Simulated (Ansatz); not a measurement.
Gas-phase electronic energies from Ansatz, PBE0-D4/def2-TZVP geometries. CCSD(T)/CBS is the MP2 limit (def2-TZVPP, def2-QZVPP) plus CCSD(T) − MP2 in def2-TZVPP, frozen cores. Functionals use def2-TZVPP. Elements past krypton have def2 core potentials. For Br, In outer-core shells are correlated without core-valence functions, which leaves a few kJ/mol of doubt a bond. Scalar relativity is left out up to krypton. One conformer a species, not always the lowest.

Reaction (redistribution): `[F][In]([SH])[Br]` + `[SiH3]OB(Cl)Cl` → `[F][In]([SH])[O][SiH3]` + `ClB(Cl)Br`

CCSD(T)/CBS gives +153.9 kJ/mol.

Problem. Another level gave +163.7 kJ/mol. Which?
A. PBE/def2-TZVPP
B. HF/def2-TZVPP
C. ωB97M-V/def2-TZVPP
D. BLYP-D4/def2-TZVPP

Solution. C. ωB97M-V 163.7, HF/def2-TZVPP 188.6, BLYP-D4 156.9, PBE 152.3 kJ/mol.

Largest T1 diagnostic among the species: 0.015.

At CCSD(T), def2-SVP lies +12.0 kJ/mol from the extrapolated value and def2-TZVPP +0.6 kJ/mol. From PBE to PBE0 (25 % exact exchange), in def2-TZVPP and without D4, ΔE moves by +10.2 kJ/mol.
